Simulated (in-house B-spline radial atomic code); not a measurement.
# B3LYP (VWN-RPA) excitations of Ne VII (Ne6+)

Method: B3LYP (VWN-RPA). Computed with a B-spline radial code for spherical atoms: linear response of the closed shell [He] 2s2 with the functional's adiabatic kernel; non-relativistic, point nucleus, no spin-orbit coupling, no double excitations, S, P, D and F terms only.

Command:
```bash
python run_td.py task.json out
```
Settings (radii: box in bohr, nucleus in fm):
```
Z                        10
electrons                4
configuration            [He] 2s2
hamiltonian              nr
method                   b3lyp
box_radius               14.35
intervals                48
```

Cost of the run: 1 thread of Intel(R) Xeon(R) 6975P-C (Granite Rapids), on a shared host.

The lowest states, in the order of their Tamm-Dancoff energies; the method's threshold (minus the highest occupied level) is 194.89 eV. Labels give the largest channel, * marks a mixed state, and oscillator strengths are full-response dipole values. Semilocal kernels can invert the small singlet-triplet splittings of Rydberg terms. Energies in eV:

| state | full response | Tamm-Dancoff | oscillator strength |
| --- | --- | --- | --- |
| 2s → 2p 3P | 9.586 | 11.505 | - |
| 2s → 2p 1P | 24.084 | 25.244 | 0.366 |
| 2s → 3s 3S | 117.09 | 117.11 | - |
| 2s → 3s 1S | 120.54 | 120.58 | - |
| 2s → 3p 3P | 122.32 | 122.34 | - |
| 2s → 3p 1P | 123.90 | 123.91 | 0.494 |
| 2s → 3d 3D | 125.40 | 125.46 | - |
| 2s → 3d 1D | ? | ? | - |
| 2s → 4s 3S | 155.07 | 155.07 | - |
| 2s → 4s 1S | 156.04 | 156.06 | - |
| 2s → 4p 3P | 157.13 | 157.13 | - |
| 2s → 4p 1P | 157.55 | 157.55 | 0.134 |
| 2s → 4d 3D | 158.44 | 158.46 | - |
| 2s → 4d 1D | 159.22 | 159.22 | - |
| 2s → 4f 3F | ? | ? | - |
| 2s → 4f 1F | 159.82 | 159.82 | - |

Problem. Where does 2s → 4f 3F lie?

Solution. At 159.42 eV in full response, 159.42 eV in Tamm-Dancoff.

Problem. Where does 2s → 3d 1D lie?

Solution. At 128.31 eV in full response, 128.31 eV in Tamm-Dancoff.

Problem. How large is the singlet-triplet splitting of 2s → 2p (P terms) in Tamm-Dancoff?

Solution. 13.7 eV, from the unrounded values.

Problem. What polarisabilities and dispersion coefficient does the method give?

Solution. Dipole 0.5062 bohr³, quadrupole 0.0967 bohr⁵, C6 0.1928 hartree·bohr⁶ for two such species.
